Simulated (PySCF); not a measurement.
PySCF input for C5H7FO, SMILES C=C[C@]1(F)CCO1, TDA-B3LYP/def2-SVPD. Geometry: PBE0-D3(BJ)/def2-SVP. The structure was generated by enumeration; whether it is a known compound was not checked. One conformer was computed; it need not be the lowest.

```python
import numpy as np
from pyscf import gto, scf, dft, tdscf

mol = gto.M(
    atom='''
    C     2.47488297   -0.29085620    0.14139473
    C     1.26642690   -0.63055772   -0.30033745
    C     0.00743993    0.08619757    0.06463514
    F     0.30806392    1.20100955    0.80170602
    C    -1.15882160   -0.69422767    0.69085293
    C    -1.95035168   -0.15464906   -0.50133919
    O    -0.76763245    0.43520949   -1.05242991
    H     2.60460232    0.56453342    0.80876567
    H     3.36540526   -0.85058327   -0.15435704
    H     1.12257561   -1.48095862   -0.97467693
    H    -1.43818562   -0.32710463    1.68627625
    H    -1.02219519   -1.78296774    0.71199361
    H    -2.71955592    0.59988120   -0.26643772
    H    -2.38162144   -0.90900363   -1.17871552
    ''',
    basis='def2-SVPD',
    charge=0,
    spin=0,
    max_memory=1600,
    verbose=4,
)
mf = dft.RKS(mol, xc='b3lyp').density_fit(auxbasis='def2-universal-jkfit')
mf.grids.level = 3
mf.conv_tol = 1e-9
mf.max_cycle = 100
mf.kernel()
mf.grids = dft.Grids(mol).set(level=1).build(with_non0tab=True)  # coarser grid for the response kernel
td = tdscf.TDA(mf)
td.singlet = True
td.nstates = 6
td.conv_tol = 1e-4
td.positive_eig_threshold = 1e-6
td.kernel(x0=td.get_init_guess(mf, 11))
td.analyze()
tt = tdscf.TDA(mf)
tt.singlet = False
tt.nstates = 2
tt.conv_tol = 1e-4
tt.positive_eig_threshold = 1e-6
tt.kernel(x0=tt.get_init_guess(mf, 7))
tt.analyze(verbose=3)
```

It prints:

```
PySCF version 2.14.0

[INPUT] verbose = 4
[INPUT] num. atoms = 14
[INPUT] num. electrons = 54
[INPUT] charge = 0
[INPUT] spin (= nelec alpha-beta = 2S) = 0
[INPUT] symmetry False subgroup None
[INPUT] Mole.unit = angstrom
[INPUT] Symbol           X                Y                Z      unit          X                Y                Z       unit  Magmom
[INPUT]  1 C      2.474882970000  -0.290856200000   0.141394730000 AA    4.676851003650  -0.549638559632   0.267197315157 Bohr   0.0
[INPUT]  2 C      1.266426900000  -0.630557720000  -0.300337450000 AA    2.393199997782  -1.191581396530  -0.567555525450 Bohr   0.0
[INPUT]  3 C      0.007439930000   0.086197570000   0.064635140000 AA    0.014059430086   0.162889799903   0.122142712623 Bohr   0.0
[INPUT]  4 F      0.308063920000   1.201009550000   0.801706020000 AA    0.582156437660   2.269579122487   1.515004810215 Bohr   0.0
[INPUT]  5 C     -1.158821600000  -0.694227670000   0.690852930000 AA   -2.189855451230  -1.311900164395   1.305522830053 Bohr   0.0
[INPUT]  6 C     -1.950351680000  -0.154649060000  -0.501339190000 AA   -3.685630521785  -0.292244368821  -0.947393764611 Bohr   0.0
[INPUT]  7 O     -0.767632450000   0.435209490000  -1.052429910000 AA   -1.450615094829   0.822426742912  -1.988804295201 Bohr   0.0
[INPUT]  8 H      2.604602320000   0.564533420000   0.808765670000 AA    4.921985048207   1.066813551964   1.528345615250 Bohr   0.0
[INPUT]  9 H      3.365405260000  -0.850583270000  -0.154357040000 AA    6.359694239571  -1.607369426437  -0.291692530999 Bohr   0.0
[INPUT] 10 H      1.122575610000  -1.480958620000  -0.974676930000 AA    2.121360457017  -2.798606193614  -1.841872457632 Bohr   0.0
[INPUT] 11 H     -1.438185620000  -0.327104630000   1.686276250000 AA   -2.717776938088  -0.618138164777   3.186600282859 Bohr   0.0
[INPUT] 12 H     -1.022195190000  -1.782967740000   0.711993610000 AA   -1.931668954948  -3.369320717535   1.345472925340 Bohr   0.0
[INPUT] 13 H     -2.719555920000   0.599881200000  -0.266437720000 AA   -5.139215869240   1.133611175275  -0.503494320054 Bohr   0.0
[INPUT] 14 H     -2.381621440000  -0.909003630000  -1.178715520000 AA   -4.500612253992  -1.717767906935  -2.227449511574 Bohr   0.0

nuclear repulsion = 313.963218354963
number of shells = 86
number of NR pGTOs = 286
number of NR cGTOs = 202
basis = def2-SVPD
ecp = {}


******** <class 'pyscf.df.df_jk.DFRKS'> ********
method = DFRKS
initial guess = minao
damping factor = 0
level_shift factor = 0
DIIS = <class 'pyscf.scf.diis.CDIIS'>
diis_start_cycle = 1
diis_space = 8
diis_damp = 0
SCF conv_tol = 1e-09
SCF conv_tol_grad = None
SCF max_cycles = 100
direct_scf = False
XC library pyscf.dft.libxc version 7.1.2
    S. Lehtola, C. Steigemann, M. J. T. Oliveira, and M. A. L. Marques,  SoftwareX 7, 1–5 (2018)
XC functionals = b3lyp
    P. J. Stephens, F. J. Devlin, C. F. Chabalowski, and M. J. Frisch,  J. Phys. Chem. 98, 11623 (1994)
radial grids:
    Treutler-Ahlrichs [JCP 102, 346 (1995); DOI:10.1063/1.469408] (M4) radial grids

becke partition: Becke, JCP 88, 2547 (1988); DOI:10.1063/1.454033
pruning grids: <function nwchem_prune>
grids dens level: 3
symmetrized grids: False
atomic radii adjust function: <function treutler_atomic_radii_adjust>
small_rho_cutoff = 0
Set gradient conv threshold to 3.16228e-05
Initial guess from minao.
tot grids = 167592
******** <class 'pyscf.df.df.DF'> ********
auxbasis = def2-universal-jkfit
init E= -370.315900407073
  HOMO = -0.319588448902789  LUMO = -0.0907265686512937  gap/eV = 6.22765
cycle= 1 E= -369.392838625368  delta_E= 0.923  |g|= 0.768  |ddm|= 6.34
  HOMO = -0.18435031465654  LUMO = 0.00639360637783781  gap/eV = 5.19041
cycle= 2 E= -369.233542783707  delta_E= 0.159  |g|= 1.22  |ddm|= 2.61
  HOMO = -0.272545332542548  LUMO = -0.0126985095716758  gap/eV = 7.07079
cycle= 3 E= -369.502847007775  delta_E= -0.269  |g|= 0.124  |ddm|= 1.66
  HOMO = -0.285441378951866  LUMO = -0.0243708675317817  gap/eV = 7.10409
cycle= 4 E= -369.505835746077  delta_E= -0.00299  |g|= 0.0462  |ddm|= 0.246
  HOMO = -0.284618692625535  LUMO = -0.0225523217597745  gap/eV = 7.13119
cycle= 5 E= -369.506240461894  delta_E= -0.000405  |g|= 0.0143  |ddm|= 0.0711
  HOMO = -0.283366718779928  LUMO = -0.0214235945903818  gap/eV = 7.12784
cycle= 6 E= -369.50627669265  delta_E= -3.62e-05  |g|= 0.00372  |ddm|= 0.0193
  HOMO = -0.283619405005983  LUMO = -0.0216348679332183  gap/eV = 7.12896
cycle= 7 E= -369.506279524701  delta_E= -2.83e-06  |g|= 0.000505  |ddm|= 0.00614
  HOMO = -0.283675692267535  LUMO = -0.0216786191015297  gap/eV = 7.12930
cycle= 8 E= -369.506279578757  delta_E= -5.41e-08  |g|= 0.000192  |ddm|= 0.00131
  HOMO = -0.283658523115467  LUMO = -0.0216651077135044  gap/eV = 7.12920
cycle= 9 E= -369.506279585955  delta_E= -7.2e-09  |g|= 9.22e-05  |ddm|= 0.000426
  HOMO = -0.28365793776926  LUMO = -0.0216637743766421  gap/eV = 7.12922
cycle= 10 E= -369.506279587956  delta_E= -2e-09  |g|= 2.05e-05  |ddm|= 0.000164
  HOMO = -0.283658966600254  LUMO = -0.0216647999522079  gap/eV = 7.12922
cycle= 11 E= -369.506279588056  delta_E= -1e-10  |g|= 2.36e-06  |ddm|= 4.51e-05
  HOMO = -0.283658582058496  LUMO = -0.0216644810166642  gap/eV = 7.12922
Extra cycle  E= -369.506279588056  delta_E= -2.27e-13  |g|= 2.81e-06  |ddm|= 1.04e-05
converged SCF energy = -369.506279588056
tot grids = 53688
Overwritten attributes  positive_eig_threshold  of <class 'pyscf.tdscf.rks.TDA'>


******** <class 'pyscf.tdscf.rks.TDA'> for <class 'pyscf.df.df_jk.DFRKS'> ********
nstates = 6 singlet
deg_eia_thresh = 1.000e-03
wfnsym = None
conv_tol = 0.0001
eigh lindep = 1e-12
eigh level_shift = 0
eigh max_cycle = 100


Excitation energies (eV)
[6.41080816 7.21445382 7.27968543 7.52968124 7.7025717  7.72452806]

** Singlet excitation energies and oscillator strengths **
Excited State   1:      6.41081 eV    193.40 nm  f=0.0066
      26 -> 28       -0.63629
      27 -> 28        0.29900
Excited State   2:      7.21445 eV    171.86 nm  f=0.2059
      24 -> 28        0.14974
      25 -> 28       -0.48907
      26 -> 28       -0.16463
      27 -> 28       -0.39776
      27 -> 29        0.14468
      27 -> 30        0.11970
Excited State   3:      7.27969 eV    170.32 nm  f=0.0489
      25 -> 28       -0.12874
      27 -> 28       -0.11242
      27 -> 29       -0.64475
      27 -> 30       -0.18919
Excited State   4:      7.52968 eV    164.66 nm  f=0.0169
      26 -> 29        0.60009
      27 -> 30        0.34466
Excited State   5:      7.70257 eV    160.96 nm  f=0.0048
      23 -> 28        0.11126
      24 -> 28        0.58363
      26 -> 29        0.16965
      27 -> 30       -0.29576
Excited State   6:      7.72453 eV    160.51 nm  f=0.0090
      24 -> 28        0.33045
      25 -> 28        0.27364
      26 -> 29       -0.27905
      27 -> 29       -0.16059
      27 -> 30        0.42713

** Transition electric dipole moments (AU) **
state          X           Y           Z        Dip. S.      Osc.
  1         0.1907     -0.0740      0.0006      0.0418      0.0066
  2        -1.0520      0.0213     -0.2407      1.1651      0.2059
  3        -0.3557     -0.2476      0.2939      0.2741      0.0489
  4        -0.0186      0.2732     -0.1298      0.0918      0.0169
  5         0.1365     -0.0284      0.0758      0.0252      0.0048
  6        -0.2154      0.0349     -0.0024      0.0476      0.0090

** Transition velocity dipole moments (imaginary part, AU) **
state          X           Y           Z        Dip. S.      Osc.
  1         0.0313     -0.0097     -0.0398      0.0027      0.0075
  2        -0.1493      0.0443     -0.0350      0.0255      0.0640
  3        -0.0605     -0.0480      0.0842      0.0130      0.0325
  4        -0.0011      0.0699     -0.0353      0.0061      0.0148
  5         0.0259     -0.0124      0.0024      0.0008      0.0020
  6        -0.0304      0.0316     -0.0064      0.0020      0.0046

** Transition magnetic dipole moments (imaginary part, AU) **
state          X           Y           Z
  1         0.0759      0.0840      0.0080
  2        -0.3926     -0.0538      0.0142
  3         0.1513      0.3125      0.5874
  4        -0.0536     -0.5220      0.1811
  5        -0.5220      0.1960     -0.0053
  6        -0.2706     -0.1790     -0.0826


******** <class 'pyscf.tdscf.rks.TDA'> for <class 'pyscf.df.df_jk.DFRKS'> ********
nstates = 2 triplet
deg_eia_thresh = 1.000e-03
wfnsym = None
conv_tol = 0.0001
eigh lindep = 1e-12
eigh level_shift = 0
eigh max_cycle = 100


Excitation energies (eV)
[4.38698855 6.18675465]

** Triplet excitation energies and oscillator strengths **
Excited State   1:      4.38699 eV    282.62 nm  f=0.0000
Excited State   2:      6.18675 eV    200.40 nm  f=0.0000
```

The run converged.
